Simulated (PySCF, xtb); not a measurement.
Mo(O)2(Br)(NH2) (BrH₂MoNO₂), SMILES [NH2][Mo](=[O])(=[O])[Br], multiplicity 1.

GFN2-xTB in xtb at its own geometry gives an orbital gap of 3.73 eV and a dipole moment of 5.81 D.

Geometry optimised at B3LYP-D3(BJ)/def2-SVP. The multiplicity is an assumed one; no other spin state was optimised. The structure was generated by enumeration; whether it is a known compound was not checked. The def2 effective core potentials stand for the cores of Mo; spin–orbit coupling is left out. The values are those of a single conformer.

### Question
What does ωB97X/def2-TZVP run with PySCF give? (Estimate from the structure and the level; the computed values follow.)

### Answer
gap 10.05 eV (levels -10.83 and -0.78 eV), dipole 3.95 D.
